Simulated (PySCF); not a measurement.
Compound: C6H7NS.
Bonds: C1–S2, S2–C3, C3–C4 (aromatic), C4–C5 (aromatic), C5–N6 (aromatic), N6–C7 (aromatic), C7–C8 (aromatic), C3–C8 (aromatic). Hydrogens: H9, H10, H11 on C1; H12 on C4; H13 on C5; H14 on C7; H15 on C8.

Method: PBE0-D3(BJ)/def2-TZVP geometry optimisation, gas phase (PySCF); density fitting, grid level 2; the optimiser is geomeTRIC in internal coordinates, started from a GFN2-xTB structure with every atom displaced at random (about 0.01 Å).

Step 0: E = -18651.5757 eV
```
atom  x, y, z in Å  |  force x, y, z in eV/Å
C1      2.7418    0.2470   -0.1532   -2.144   0.943   0.527
S2      1.6308   -1.1811   -0.2950    0.050   0.122   0.032
C3     -0.0004   -0.5170   -0.0859    2.470   0.880   0.055
C4     -1.0162   -1.4053   -0.1552   -2.789  -0.462   0.051
C5     -2.3333   -0.9251    0.0053    0.617   0.374   0.082
N6     -2.6092    0.3624    0.2375    0.038  -0.618  -0.138
C7     -1.5792    1.1954    0.3056    0.012   0.458   0.046
C8     -0.2459    0.8311    0.1541   -1.569  -0.710  -0.016
H9      2.6271    0.7195    0.8501    0.230  -0.340  -0.650
H10     3.7274   -0.1047   -0.2910    1.093  -0.446  -0.167
H11     2.4730    0.9872   -0.9278    0.309  -0.272   0.275
H12    -0.8630   -2.4533   -0.3320    0.178  -0.324  -0.070
H13    -3.2133   -1.5700   -0.0416    0.370  -0.112  -0.043
H14    -1.8639    2.2360    0.4917    0.293  -0.169  -0.025
H15     0.5089    1.5606    0.2301    0.843   0.677   0.042
```

Question: Estimate the geometry and energy of step 1. (The exact step hangs on the optimiser's Hessian estimate; all steps are aligned on step 0, rigid shifts and turns removed.)

Answer: E = -18651.7319 eV, largest force 0.365 eV/Å
```
atom  x, y, z in Å  |  force x, y, z in eV/Å
C1      2.6853    0.2548   -0.1059    0.262  -0.208  -0.035
S2      1.6263   -1.1557   -0.4371    0.024   0.152  -0.046
C3      0.0318   -0.5061   -0.1631   -0.273  -0.241   0.026
C4     -1.0422   -1.4054   -0.1700    0.108   0.204   0.072
C5     -2.3152   -0.9211    0.0677   -0.025  -0.064  -0.057
N6     -2.6073    0.3606    0.2832    0.090   0.039  -0.009
C7     -1.5838    1.2063    0.2723   -0.061  -0.153   0.002
C8     -0.2650    0.8313    0.0667    0.229   0.230   0.027
H9      2.5948    0.5571    0.9356   -0.012   0.101   0.047
H10     3.7077   -0.1039   -0.2764   -0.199   0.095   0.011
H11     2.4903    1.0966   -0.7720   -0.012  -0.076  -0.013
H12    -0.8748   -2.4632   -0.3329   -0.027  -0.017  -0.008
H13    -3.1553   -1.6108    0.0888    0.019   0.006  -0.018
H14    -1.8197    2.2529    0.4412   -0.015   0.021   0.017
H15     0.5116    1.5894    0.0945   -0.109  -0.089  -0.016
```

The energy changes by -0.1562 eV. The first-order estimate −F·Δx gives -0.3911 eV and the mean of the old and new forces, exact on a quadratic surface, -0.1661 eV. The step makes an angle of 80° with the force vector and moves no atom by more than 0.191 Å.

The cost below is that of the whole optimisation. On 2 threads of an Intel Xeon at 2.50 GHz, shared host, this took 9.8 min wall, 17 min CPU and 1.7 GiB of memory at its peak.
